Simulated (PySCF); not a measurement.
SiHF, SMILES F[SiH] (connectivity only; charge and spin as stated), neutral, multiplicity 1. Coordinates come from a PBE0-D3(BJ)/def2-TZVPD optimisation. The isomer is the one that the SMILES or the coordinates give; other isomers of the formula were not compared.

TDA-LC-ωPBE/def2-TZVPD (PySCF) puts the lowest singlet excitations at 3.06, 5.73, 7.00, 7.87, 8.11, 8.58 eV and the lowest triplet (TDA) at 1.45 eV.

Q: What are the lowest singlet roots from EOM-CCSD/aug-cc-pVDZ in PySCF? (An estimate is asked for; the answer gives what the named calculation found.)

A: 3.12, 5.75, 6.65, 7.45, 7.68, 7.95 eV; triplets 1.79, 4.67, 6.24 eV. S1 differs by 0.05 eV (second minus first; roots are paired by order, and the bases may differ).
